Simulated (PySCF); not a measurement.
Two-component Hartree-Fock for W³⁶⁺ (tungsten, charge +36)

Start: [Kr] 4d2; 4d3/2 filled at m_j = +1/2, +3/2. Calculated with PySCF 2.14 in an uncontracted even-tempered set (17 s from 3.9 bohr⁻², ratio 2.8; 14 p from 5.1 bohr⁻², ratio 2.8; 9 d from 5.1 bohr⁻², ratio 2.8; 3 f from 19 bohr⁻², ratio 3): generalised Hartree-Fock with the X2C-1e Hamiltonian and a Gaussian nucleus; one run each with spin-orbit coupling (SO) switched off, then screened by Boettger's factors.

```tsv
spinor shell	electrons	ε, spin-free (eV)	ε, screened SO (eV)	weight of nominal j (screened SO)	rms radius, screened SO (bohr)
1s1/2	2	-71430.6	-71408.3	1.000	0.0208
2s1/2	2	-13739.7	-13732.0	1.000	0.0839
2p1/2	2	-12212.7	-13180.4	1.000	0.0713
2p3/2	4	-12212.7	-11818.8	1.000	0.0787
3s1/2	2	-4365.5	-4362.5	1.000	0.212
3p1/2	2	-3902.6	-4119.2	1.000	0.204
3p3/2	4	-3902.6	-3811.8	1.000	0.218
3d3/2	4	-3373.5	-3413.5	1.000	0.192
3d5/2	6	-3373.5	-3343.7	1.000	0.196
4s1/2	2	-1923.0	-1921.8	1.000	0.445
4p1/2	2	-1746.2	-1817.8	0.999	0.446
4p3/2	4	-1746.2	-1715.4	1.000	0.473
4d3/2	2	-1557.1	-1566.9	0.997	0.455
```

```json
{"quantity": "E (hartree)", "spin-free": "-15375.55210", "screened SO": "-15395.51566"}
{"quantity": "M_J", "spin-free": "2", "screened SO": "2"}
{"quantity": "⟨J²⟩", "spin-free": "8.002", "screened SO": "6.020"}
{"quantity": "⟨L²⟩", "spin-free": "12.001", "screened SO": "10.260"}
{"quantity": "⟨S²⟩", "spin-free": "2.000", "screened SO": "1.583"}
```

Each row is a mean over spinors that exchange with the open shell spreads, by up to 16.792 eV (4p1/2).

Breit and QED terms are absent; they matter most for the inner s and p1/2 levels.

Densities and radii are taken from the X2C orbitals without a picture-change correction, which distorts them close to the nucleus.

Without spin-orbit coupling the j labels of p, d and f shells carry no meaning; the spin-free column gives the mean over the occupied spinors of each nl shell, and its ⟨J²⟩ belongs to a mixture of degenerate components.
